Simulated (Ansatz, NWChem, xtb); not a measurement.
# Ligand exchange: SiH3Br + RbCl → SiH3Cl + RbBr

Gas-phase species: SiH3Br `[SiH3]Br`, singlet; RbCl, singlet; SiH3Cl (chlorosilane) `[SiH3]Cl`, singlet; RbBr, singlet. The partners trade Br for Cl: Si–Br and Rb–Cl bonds give way to Si–Cl and Rb–Br.

Shapes, held fixed at every level: PBE0-D4/def2-TZVP; RbBr at the measured bond length. Programs: Ansatz 0.2.0, NWChem 7.3.0, xtb 6.7.1. Electronic energies: no zero-point or thermal term.

```json
{"level": "GFN1-xTB", "kind": "semi-empirical", "ΔE (kJ/mol)": "+14.5"}
{"level": "HF/def2-SVP", "kind": "Hartree–Fock", "ΔE (kJ/mol)": "-32.4"}
{"level": "revPBE/STO-3G", "kind": "GGA", "ΔE (kJ/mol)": "+49.5"}
{"level": "HSE06/STO-3G", "kind": "range-separated hybrid", "ΔE (kJ/mol)": "+46.7"}
{"level": "wB97X/STO-3G", "kind": "range-separated hybrid", "ΔE (kJ/mol)": "+51.6"}
{"level": "RPA@PBE/STO-3G", "kind": "RPA", "ΔE (kJ/mol)": "+43.6"}
{"level": "CCSD/STO-3G", "kind": "coupled cluster or CI", "ΔE (kJ/mol)": "+48.0"}
{"level": "CCSDTQ/STO-3G", "kind": "coupled cluster or CI", "ΔE (kJ/mol)": "+47.9"}
{"level": "PBE0/def2-SVP", "kind": "global hybrid", "ΔE (kJ/mol)": "-24.2"}
```

PBE0/def2-SVP gives ΔE = -24.2 kJ/mol; the levels span -32.4 to +51.6. They disagree on the sign: 7 of 9 are positive. The median of the levels is +46.7. No measured value is set beside it here. For atoms past krypton def2 sets carry core potentials with scalar relativity. All-electron rows are non-relativistic unless named. Relativity is left out for Br. Outer-core shells of Br, Rb are correlated, in sets that cover them unevenly. Sets without diffuse functions underbind ionic bonds of s-block metals. Rows in sets without polarisation functions are far from converged.
